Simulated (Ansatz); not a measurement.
`[NH2][Al]([Cl])[Cl]`, charge 0, multiplicity 1.

Question: Give a relaxed structure at PBE0-D4/def2-TZVP (Ansatz). (Best estimate.)

Answer: Computed: 
Z-matrix (Å, degrees):
```
N
Al 1 1.747
H 1 1.006 2 124.4
H 1 1.006 2 124.4 3 -180.0
Cl 2 2.082 1 120.1 3 -0.0
Cl 2 2.082 1 120.1 3 180.0
```
Point group C2v.
